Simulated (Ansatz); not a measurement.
A nudged elastic band was laid between two geometries of CH5BO3 (10 atoms, charge 0, multiplicity 1).

These are results of RHF/def2-SVP in Ansatz 0.2.0, not measurements.

```
movable images  : 5
climbing image  : yes
spring          : 5.0 eV/Å²
optimiser       : quadratic models (default)
start path      : IDPP
force threshold : 0.05 eV/Å
iteration limit : 60
end points      : relaxed
```

Image 0:

```xyz
10
Properties=species:S:1:pos:R:3
O -1.330 0.697 -0.746
C -0.778 0.065 0.385
B 0.749 -0.255 0.078
O 1.291 0.085 -1.109
O 1.495 -0.872 1.020
H -2.239 0.906 -0.607
H -1.306 -0.864 0.626
H -0.846 0.702 1.275
H 0.657 0.508 -1.672
H 2.389 -1.022 0.752
```

Image 6:

```xyz
10
Properties=species:S:1:pos:R:3
O -1.960 0.328 -0.139
C -0.902 -0.127 0.657
B 0.511 -0.129 -0.060
O 0.622 0.553 -1.231
O 1.544 -0.771 0.538
H -1.630 0.933 -0.784
H -1.136 -1.140 0.994
H -0.815 0.471 1.575
H 1.462 0.565 -1.662
H 2.387 -0.733 0.117
```

Q: What changes between the two ends?

A: No bond is made or broken. The dihedral C2–B3–O4–H9 goes from 0 to 179°.

Q: Give the energies along the band, and the barrier.

A: The run converged. The highest image is number 4 of 0 to 6, 0.56 eV above the first end and 0.26 eV above the last; the last end lies 0.30 eV above the first. A vibrational analysis at the climbing image gives one clearly imaginary mode, 523i cm⁻¹: a first-order saddle point.

| image | path coordinate (Å) | energy (eV) | dihedral C2–B3–O4–H9 (°) |
| --- | --- | --- | --- |
| 0 | 0.00 | 0.00 | 0 |
| 1 | 0.56 | 0.06 | 0 |
| 2 | 1.12 | 0.11 | -5 |
| 3 | 1.68 | 0.31 | -38 |
| 4 | 2.25 | 0.56 | -97 |
| 5 | 2.73 | 0.40 | -146 |
| 6 | 3.21 | 0.30 | 179 |

Q: What is the geometry of the highest image?

A: 
```xyz
10
Properties=species:S:1:pos:R:3
O -1.869 0.214 -0.308
C -0.877 -0.261 0.561
B 0.603 -0.057 0.023
O 0.855 0.821 -1.008
O 1.608 -0.705 0.645
H -1.612 1.063 -0.633
H -1.061 -1.325 0.724
H -0.960 0.202 1.555
H 0.927 0.476 -1.883
H 2.469 -0.479 0.328
```

Q: What are the harmonic wavenumbers there?

A: 523i, 101, 215, 351, 420, 458, 574, 628, 794, 816, 1021, 1069, 1195, 1266, 1349, 1439, 1476, 1560, 1584, 3129, 3233, 4182, 4188, 4211 cm⁻¹.

Time of the run: 2.2 min on 1 thread of Arm Neoverse V1 (shared host), peak memory 0.17 GiB.
